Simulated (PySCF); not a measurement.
**How methods differ on the interval between two levels of Sn³⁺**

Sn³⁺ [Kr] 4d10 5s1 [2S1/2, M_J = 1/2] → Sn³⁺ [Kr] 4d9 5s2 [2D5/2, M_J = 5/2], as a difference of total energies. Computed with PySCF 2.14 in x2c-TZVPall-2c with one added diffuse shell each of s, p, d, f type (9s10p6d3f, 90 functions), with the two-component X2C-1e Hamiltonian. Correlated levels: [Ar] 3d10 frozen; the 6 highest virtual spinors dropped. "Screened" scales the spin-orbit matrix elements by Boettger's factors to mimic the two-electron term; Breit and QED terms are absent.

| method | interval between two levels (cm⁻¹) |
| --- | --- |
| GHF (spin-free) | 176360 |
| GMP2 (spin-free) | 170500 |
| GHF (screened spin-orbit) | 172830 |
| GMP2 (screened spin-orbit) | 166900 |
